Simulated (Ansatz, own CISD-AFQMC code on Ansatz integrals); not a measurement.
C3H6Si, SMILES `C#C[SiH2]C` (charge 0, multiplicity 1).

Cartesian coordinates (Å):
```xyz
10

C      2.5790     0.3451     0.4178
C      1.4797    -0.1066     0.2126
Si    -0.2001    -0.7677    -0.0910
C     -1.4861     0.5327     0.3000
H      3.5502     0.7403     0.5976
H     -0.3858    -1.9643     0.7615
H     -0.2838    -1.1802    -1.5108
H     -2.4910     0.1448     0.1212
H     -1.3436     1.4158    -0.3246
H     -1.4184     0.8401     1.3447
```
Charge 0, multiplicity 1.

Frozen-core correlation energies in cc-pVDZ at a geometry from B3LYP-D3(BJ)/def2-TZVP, on an HF energy of -405.98581 Ha (<S^2> = 0.00). Wave-function levels are from Ansatz, the walk from an own CISD-AFQMC code on Ansatz integrals (time step 0.005/Ha, trial state from CCSD amplitudes, largest double 0.07).

```
level    correlation energy (mHa)
-------  ------------------------
MP2                        -496.2
CCSD                       -543.3
CCSD(T)                    -562.7
```

### Question
What correlation energy does phaseless AFQMC give, and where does it lie among these levels?

### Answer
-565.6 ± 0.4 mHa (one standard error). AFQMC minus each level: MP2 -69.4 mHa, CCSD -22.3 mHa, CCSD(T) -2.9 mHa.
